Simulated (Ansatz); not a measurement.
C3H5 (SMILES [CH2]C=C), doublet, at a GFN2-xTB geometry. Base run: BLYP/3-21G (Ansatz, an electronic-structure program).

Here is a job for Ansatz.
Ansatz 0.2 input:
```yaml
crystal:
  periodic: [false, false, false]
  atoms:
    - {symbol: C, position_ang: [-0.70328622, 0.48630277, -0.88252473]}
    - {symbol: C, position_ang: [0.07387048, -0.40029045, -0.18042983]}
    - {symbol: C, position_ang: [0.63816603, -0.13342848, 1.04158185]}
    - {symbol: H, position_ang: [-1.12509080, 0.23342954, -1.83772780]}
    - {symbol: H, position_ang: [-0.91271143, 1.46671349, -0.49178054]}
    - {symbol: H, position_ang: [0.25362475, -1.37434554, -0.61948251]}
    - {symbol: H, position_ang: [1.24062671, -0.85949723, 1.55552949]}
    - {symbol: H, position_ang: [0.49104907, 0.81819674, 1.52169761]}
basis:
  gaussian:
    orbitals: 3-21G.json
hamiltonian:
  xc: blyp
magnetization: {spin_polarized: true, initial_magnetization: 1}
```
The basis file holds 3-21G in the JSON format of the Basis Set Exchange.

The base run was repeated with changes; each row names its change, and settings that it needs were set with it.

```json
[
 {"change": "base", "basis functions": "37", "E (Eh)": "-116.54730"},
 {"change": "basis = 6-31G", "basis functions": "37", "E (Eh)": "-117.16643"},
 {"change": "basis = pcseg-0", "basis functions": "37", "E (Eh)": "-116.91003"},
 {"change": "basis = pc-1", "basis functions": "67", "E (Eh)": "-117.17632"},
 {"change": "basis = pcseg-1", "basis functions": "67", "E (Eh)": "-117.17408"},
 {"change": "basis = 6-31+G*", "basis functions": "67", "E (Eh)": "-117.19692"},
 {"change": "basis = 6-31G**", "basis functions": "70", "E (Eh)": "-117.19590"},
 {"change": "basis = 6-311G**", "basis functions": "84", "E (Eh)": "-117.22753"},
 {"change": "basis = def2-SVPD", "basis functions": "100", "E (Eh)": "-117.11270"},
 {"change": "basis = 6-311++G**", "basis functions": "101", "E (Eh)": "-117.23003"},
 {"change": "basis = 6-311+G(2d,p)", "basis functions": "111", "E (Eh)": "-117.23299"},
 {"change": "basis = pc-2", "basis functions": "160", "E (Eh)": "-117.24938"},
 {"change": "basis = def2-QZVPP", "basis functions": "321", "E (Eh)": "-117.25369"}
]
```

Totals compare only among sets that treat the same electrons; sets with core potentials leave the core out.
